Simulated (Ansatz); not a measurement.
`B[SiH2]N=C` + CH₃SH → `B[SiH2]CS` + `C=N`  (formal exchange of groups at the Si–N bond)

Gas-phase electronic energies from Ansatz, PBE0-D4/def2-TZVP geometries. CCSD(T)/CBS is the MP2 limit (def2-TZVPP, def2-QZVPP) plus CCSD(T) − MP2 in def2-TZVPP, frozen cores. This one scheme is used for every species. DFT in def2-TZVPP. Each species was taken in one conformer, which may not be the lowest.

`B[SiH2]N=C`:

```xyz
10

B     0.729   -0.959    1.702
Si    0.065   -0.736   -0.177
N    -1.004    0.636   -0.352
C    -0.788    1.609   -1.118
H     1.468   -1.867    1.950
H     0.421   -0.231    2.598
H    -0.721   -1.948   -0.544
H     1.233   -0.644   -1.117
H    -1.498    2.443   -1.168
H     0.094    1.698   -1.773
```

CH₃SH:

```xyz
6

C     0.402    0.283    0.005
S    -1.375   -0.040   -0.030
H     0.861   -0.103    0.915
H     0.513    1.367   -0.007
H     0.900   -0.127   -0.873
H    -1.300   -1.380   -0.010
```

`B[SiH2]CS`:

Cartesian coordinates in Å:
```
B 0.519 -2.140 0.355
Si 0.178 -0.212 0.804
C -0.293 0.834 -0.695
S -0.586 2.547 -0.203
H 0.430 -2.583 -0.752
H 0.826 -2.900 1.227
H -0.917 -0.137 1.815
H 1.403 0.362 1.435
H 0.520 0.779 -1.424
H -1.191 0.406 -1.147
H -0.888 3.044 -1.415
```

`C=N`:

Z-matrix (Å, degrees):
```
C
N 1 1.261
H 1 1.096 2 124.9
H 1 1.092 2 118.8 3 -180.0
H 2 1.021 1 111.0 3 -0.0
```

```tsv
level	ΔE (eV)
PBE-D4	0.40
ωB97M-V	0.43
```

**Question.** What does CCSD(T)/CBS give? (An estimate is asked.)

**Answer.** Ansatz gave: +0.41 eV. The listed levels differ from it by -0.01, 0.02 eV.

Largest T1 diagnostic among the species: 0.013.

At CCSD(T), def2-SVP lies −0.04 eV from the extrapolated value and def2-TZVPP −0.00 eV. Leaving LDA and LC-ωPBE aside and taking each functional with its dispersion term where it has one, the values, not all of them listed here, spread over 0.09 eV, from PBE-D4 to BHLYP-D4.
